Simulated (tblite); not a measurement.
Compound: C₄H₆NO₃S (doublet state).
Geometry (GFN2-xTB, Å), atoms numbered from 1 in this order:
```xyz
15
C4H6NO3S angstrom
C      1.6163   -0.1897    0.5854
C      0.8686   -0.0836   -0.7307
C     -0.4654    0.5749   -0.6239
C     -0.6662    1.5520    0.3649
N     -0.7834    2.3774    1.1527
S     -1.6877   -0.8197    0.1139
O     -1.0896   -1.0680    1.3909
O     -1.4864   -1.8046   -0.9078
O     -2.8994   -0.0613    0.0661
H      2.5465   -0.7344    0.4476
H      1.8399    0.7952    0.9908
H      1.0016   -0.7215    1.3109
H      1.4649    0.4936   -1.4536
H      0.7213   -1.0746   -1.1712
H     -0.9853    0.7722   -1.5578
```

The geometry is computed with GFN2-xTB (gas phase). This method treats the open shell by occupation alone, without spin polarisation.

Masses are those of the commonest isotopes; rigid-rotor values at the optimised geometry. The values belong to one conformer with, in the numbering `[CH3:1][CH2:2][C@H:3]([C:4]#[N:5])[S:6]([O:7])(=[O:8])=[O:9]`, C1–C2–C3–C4 30°, C2–C3–S6–O7 62°.

Problem. What are A, B and C (GHz)?

Solution. Ia = 256.42, Ib = 344.87, Ic = 457.36 u·Å²; 505379 MHz·u·Å²/I gives 1971, 1465 and 1105 MHz, that is A = 1.9709, B = 1.4654, C = 1.1050 GHz.

Problem. What kind of rotor is it?

Solution. An asymmetric top: κ = (2 × 1465 − 1971 − 1105)/(1971 − 1105) = -0.17.

Problem. What does the inertial defect say?

Solution. Not planar: Δ = Ic − Ia − Ib = -143.92 u·Å². For a rigid frame Δ = −2 Σ m c², so Σ m c² = 71.96 u·Å² lies off the ab plane: 9.83 from hydrogen and 62.14 from heavier atoms. The atom farthest from that plane is 1.91 Å away.

Problem. Give the other two planar moments, Paa and Pbb, and the rms extents of the mass along the axes.

Solution. Paa = Σ m a² = (Ib + Ic − Ia)/2 = 272.90 and Pbb = Σ m b² = (Ia + Ic − Ib)/2 = 184.46 u·Å². With the mass M = 148.01 u, the rms extents √(P/M) along a, b and c are 1.36, 1.12, 0.70 Å.

Problem. Estimate the classical rotational partition function at 10 K, 25 K and 100 K.

Solution. Point group C1, symmetry number σ = 1; q = (√π/σ)·√((kT/h)³/(ABC)), k/h = 20836.6 MHz/K: 2980 at 10 K, 11800 at 25 K, 94400 at 100 K.

For this open shell read J as N, the rotation without spin; fine and hyperfine splittings come on top. Its GFN2-xTB frequencies are all real (lowest 56 cm⁻¹). No vibrational averaging or centrifugal distortion is included, and the geometry carries the error of its method.
